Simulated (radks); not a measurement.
The numbers below are computed, except where a source is named.
Problem. Species: Sm II. Configuration: [Kr] 4d10 4f6 5p6 6s1 5f2 (not the ground configuration). Level of theory: scalar-relativistic Kohn-Sham, LDA (Slater exchange, Perdew-Wang correlation), spin-polarised, spherical densities, point nucleus; open shells are filled with parallel spins first (spin-orbit coupling, left out, can overturn this in heavy ions) (a radial shooting solver on a logarithmic mesh with Libxc functionals). Some entries of the table are withheld. Estimate them.

orbital,occ.,eigenvalue (eV),<1/r> (bohr^-1),<r> (bohr)
1s up,1,-46659.29,68.77,0.02276
1s down,1,-46659.27,68.77,0.02276
2s up,1,-7645.205,15.92,0.09707
2s down,1,-7645.128,15.92,0.09707
2p up,3,-6825.430,14.95,0.08550
2p down,3,-6825.375,14.95,0.08549
3s up,1,-1692.960,5.820,0.2553
3s down,1,-1690.889,5.825,0.2551
3p up,3,-1436.677,5.488,0.2536
3p down,3,-1434.624,5.493,0.2534
3d up,5,-1088.778,5.211,0.2312
3d down,5,-1087.168,5.216,0.2309
4s up,1,-356.4215,2.447,0.5799
4s down,1,-351.5280,2.447,0.5798
4p up,3,-272.2146,2.251,0.6141
4p down,3,-267.3368,2.251,0.6141
4d up,5,-154.0164,1.975,0.6711
4d down,5,-149.1876,1.973,0.6718
5p up,3,-44.8373,0.8412,1.559
5p down,3,-42.4068,0.8265,1.580
4f up,6,(1),1.429,0.9082
4f down,0,(2),1.400,0.9385
6s up,1,-15.3916,0.3979,(3)
6s down,0,-13.6347,0.3960,(4)
5f up,2,-3.4283,0.2184,(5)
5f down,0,-2.3707,0.1794,(6)

Solution. 
(1) 4f up eigenvalue (eV): -27.1681
(2) 4f down eigenvalue (eV): -22.8109
(3) 6s up <r> (bohr): 3.222
(4) 6s down <r> (bohr): 3.254
(5) 5f up <r> (bohr): 5.694
(6) 5f down <r> (bohr): 6.985
